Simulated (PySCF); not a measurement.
Al³⁺ (aluminium, charge +3) across methods

[Ne], closed-shell 1S. All numbers are calculated (PySCF 2.14, scalar relativity by spin-free X2C-1e, in x2c-TZVPPall (5s5p3d1f, 42 functions)).

```
method  E (hartree)  mean ε 1s (eV)  mean ε 2s (eV)  mean ε 2p (eV)  Σ⟨r²⟩ (bohr²)   ⟨S²⟩
PBEsol    -240.2184         -1542.6         -142.20         -103.91          3.680  0.000
  BLYP    -240.8422         -1547.5         -142.43         -104.13          3.683  0.000
  PW91    -240.8084         -1547.0         -142.69         -104.29          3.675  0.000
   LDA    -239.7674         -1538.8         -141.92         -104.15          3.688  0.000
  PBE0    -240.7235         -1567.3         -149.24         -108.81          3.660  0.000
   UHF   -240.42792         -1630.3         -167.91         -121.70          3.628  0.000
B2PLYP    -240.7304         -1591.7         -156.20         -113.76          3.652  0.000
r2SCAN    -240.8232         -1556.3         -146.03         -105.70          3.649  0.000
   PBE    -240.6957         -1546.2         -142.59         -104.09          3.677  0.000
```
